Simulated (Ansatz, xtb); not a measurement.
## A ladder of methods for BH3Br− (SMILES [H][B-]([H])([H])Br)

BH3Br− has 5 atoms, charge -1, and is taken as a singlet. SMILES: `[H][B-]([H])([H])Br`. The shape is that of a GFN2-xTB optimisation.

```xyz
5

B    -0.0024    0.0017   -0.1851
Br    0.0152   -0.0198    1.8429
H     1.1495    0.0105   -0.5598
H    -0.5857    1.0038   -0.5364
H    -0.5765   -0.9962   -0.5616
```

Quantity: the vertical detachment energy (to the doublet neutral), in eV. The values are calculated.

| level | kind | program | value (eV) | CPU time (all runs) |
| --- | --- | --- | --- | --- |
| GFN2-xTB | semi-empirical | xtb | 8.32 | under 2 s |
| GFN1-xTB | semi-empirical | xtb | 7.73 | under 2 s |
| HF/STO-3G | Hartree–Fock | Ansatz | 0.40 | 0.47 s |
| SVWN5/STO-3G | LDA | Ansatz | 0.55 | 5.4 s |
| BLYP/STO-3G | GGA | Ansatz | ? | 10 s |
| PBE/STO-3G | GGA | Ansatz | 0.61 | 7 s |
| revPBE/STO-3G | GGA | Ansatz | 0.61 | 7 s |
| r2SCAN/STO-3G | meta-GGA | Ansatz | 0.89 | 19 s |
| B3LYP/STO-3G | global hybrid | Ansatz | 0.92 | 8 s |
| BHLYP/STO-3G | global hybrid | Ansatz | 1.10 | 5.1 s |

(1) Estimate what the levels marked ? give.

## Answers

(1) As computed at these levels: BLYP/STO-3G: 0.45 eV. All-electron rows without a relativistic Hamiltonian named are non-relativistic. Spin-orbit coupling, which can split open shells on such heavy atoms by tenths of an eV, is left out. Sets without diffuse functions describe the anion poorly. The values span 0.40 to 8.32 eV. The xTB values lack the empirical shift that such differences need. All rows use very small basis sets, so even the best lies far from the true value. CPU times are rough (shared hosts, several kinds of processor): they show what a rung costs within a factor of a few.
